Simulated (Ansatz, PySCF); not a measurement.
Mn(OH)2 (H₂MnO₂), SMILES [OH][Mn][OH] (connectivity only; charge and spin as stated), neutral, multiplicity 6. Atoms are numbered in the order given.

```xyz
5

Mn    -0.0001     0.0001    -0.1212
O      0.2498     1.8092    -0.2103
H     -0.1596     2.5291     0.2702
O     -0.2514    -1.8090    -0.2078
H      0.1613    -2.5294     0.2690
```
Charge 0, spin multiplicity 6.

Geometry: B3LYP-D3(BJ)/def2-TZVP. The spin state was assumed, not searched. Other conformers were not sampled.

Two levels are set side by side: PBE-D3(BJ)/def2-TZVP (Ansatz, a quantum-chemistry and plane-wave program) and B3LYP-D3(BJ)/def2-TZVP (Ansatz). Each level has its own optimised geometry; the coordinates shown are those of the second. Frequencies come from the Hessian of PySCF at each geometry. Differences are taken from unrounded values.

```
quantity                            B3LYP-D3(BJ)
----------------------------------  ------------
mean bond length (Å)                       1.393
bond Mn1–O2 (Å)                            1.829
bond Mn1–O4 (Å)                            1.829
bond O2–H3 (Å)                             0.957
bond O4–H5 (Å)                             0.957
highest harmonic wavenumber (cm⁻¹)          3897
mean harmonic wavenumber (cm⁻¹)             1163
zero-point energy (kcal/mol)               14.97
```

Problem. What does PBE-D3(BJ) give, and how far is it from B3LYP-D3(BJ)? (An estimate is asked for; the answer gives what the named calculation found.)

Solution. 
| quantity | PBE-D3(BJ) | PBE-D3(BJ) minus B3LYP-D3(BJ) |
|---|---|---|
| mean bond length (Å) | 1.396 | 0.003 |
| bond Mn1–O2 (Å) | 1.824 | -0.005 |
| bond Mn1–O4 (Å) | 1.824 | -0.005 |
| bond O2–H3 (Å) | 0.968 | 0.010 |
| bond O4–H5 (Å) | 0.968 | 0.010 |
| highest harmonic wavenumber (cm⁻¹) | 3770 | -127 |
| mean harmonic wavenumber (cm⁻¹) | 1145 | -18 |
| zero-point energy (kcal/mol) | 14.73 | -0.23 |
